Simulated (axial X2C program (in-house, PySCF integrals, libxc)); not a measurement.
The numbers below are computed, except where a source is named.
## SrC⁺: input and output

Program: an in-house all-electron X2C program for linear molecules (integrals from PySCF).

The run was started with this input:
```json
{"zs": [38, 6], "q": 1, "bas": ["dyall-cv3z", "dyall-v3z"], "levels": ["PBE0", "HF", "PBEsol"], "cc": true, "r0": 2.24, "thr": -2.0, "nmax": 90, "npts": 10, "nst": 2, "ntry": 6}
```
```bash
python so2c.py task.json out
```

Keys: zs atomic numbers; q charge; bas basis sets; levels methods; cc coupled cluster on or off; r0 starting distance in Å; thr threshold in hartree for freezing inner shells (an s shell follows its p shell); nmax most natural virtual spinors; npts points on the curve; nst determinants followed; ntry starts of the search. HF also brings MP2.

Output of the PBE0 step, with spin–orbit coupling, at R = 2.298 Å for the state Ω = 3/2. It starts from the PBE0 orbitals of the search at 2.298 Å.

```
two-component X2C + atomic mean field  PBE0
basis functions 175  fitting functions 939  grid points 5081
iter        total energy     max residual
   1      -3215.509059828     2.87e-05
   2      -3215.509059828     1.04e-05
converged
one-electron -4541.68525062  Coulomb 1385.77777065  exact exchange -27.25268346  xc functional -83.51908365  nuclear repulsion 52.50322197  atomic mean-field constant -1.33303472
```
Energies are in hartree; totals compare only within one Hamiltonian and basis.
